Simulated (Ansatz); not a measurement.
Gas-phase electronic energies from Ansatz, PBE0-D4/def2-TZVP geometries. CCSD(T)/CBS adds triple-zeta CCSD(T) − MP2 to the extrapolated MP2 energy (def2 sets, frozen cores). DFT in def2-TZVPP. def2 core potentials past Kr. For Ga, Sn outer-core shells are correlated without core-valence functions, which leaves a few kJ/mol of doubt a bond. Scalar relativity is left out up to krypton. Each species was taken in one conformer, which may not be the lowest.

Reaction (formal exchange of groups at the Sn–Ga bond): `[CH3][GaH][SnH3]` + `CSP` → `PS[CH2][SnH3]` + `[CH3][GaH2]`

```json
{"level": "r2SCAN0", "ΔE (kJ/mol)": "87.7"}
{"level": "CCSD(T)/def2-TZVPP", "ΔE (kJ/mol)": "76.8"}
```

Problem. What does CCSD(T)/CBS give? (Best estimate.)

Solution. The calculation gave: +78.5 kJ/mol. The listed levels differ from it by 9.2, -1.7 kJ/mol.

Largest T1 diagnostic among the species: 0.013.

The D4 term adds −8.3 kJ/mol with B3LYP and −4.3 kJ/mol with PBE0; it sums over pairs of atoms, weighted by their polarisabilities, and B3LYP, whose exchange is more repulsive, gets the larger term. Leaving LDA and LC-ωPBE aside and taking each functional with its dispersion term where it has one, the values, not all of them listed here, spread over 14.6 kJ/mol, from B97M-V to r2SCAN0-D4. LDA lies −6.9 kJ/mol from PBE without D4. In def2-TZVPP, CCSD(T) changes the Hartree–Fock value by −13.4 kJ/mol (the triples alone add −3.1 kJ/mol) and MP2 by −16.2 kJ/mol.

CCSD(T)/CBS has its own doubt, a few kJ/mol and more with outer-core shells, so smaller differences from it don't rank the levels.

B3LYP here is the variant with VWN-RPA as its local correlation; programs differ in this.
